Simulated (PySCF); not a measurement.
C2H8Ge2, SMILES [GeH3]/[CH]=[CH]/[GeH3]. Atoms are numbered in the order given.

```xyz
12

Ge     0.0167     2.3809     0.0000
C     -0.4527     0.4943     0.0000
C      0.4527    -0.4943     0.0000
Ge    -0.0167    -2.3809     0.0000
H      1.5512     2.5015     0.0000
H     -0.5592     3.0788    -1.2475
H     -0.5592     3.0788     1.2475
H     -1.5222     0.2412     0.0000
H      1.5222    -0.2412     0.0000
H      0.5592    -3.0788     1.2475
H      0.5592    -3.0788    -1.2475
H     -1.5512    -2.5015     0.0000
```

Geometry optimised at PBE0-D3(BJ)/def2-SVP.

Two levels are set side by side: PBE/pcSseg-1 (PySCF) and KT2/pcSseg-1 (PySCF). GIAO shifts against GeH4 (⁷³Ge), TMS (¹H), TMS (¹³C) at the same level; non-relativistic, no solvent, atoms listed together averaged. Differences are taken from unrounded values.

```json
[
 {"quantity": "δ(⁷³Ge) of Ge1, Ge4 (ppm)", "KT2": "117.4", "PBE": "121.6", "PBE minus KT2": "4.2"},
 {"quantity": "δ(¹³C) of C2, C3 (ppm)", "KT2": "144.7", "PBE": "154.6", "PBE minus KT2": "9.9"},
 {"quantity": "δ(¹H) of H8, H9 (ppm)", "KT2": "7.02", "PBE": "7.26", "PBE minus KT2": "0.23"}
]
```

Rough cost on one machine, each run with all the roots and properties that it gave: KT2 against PBE within a factor of 2.
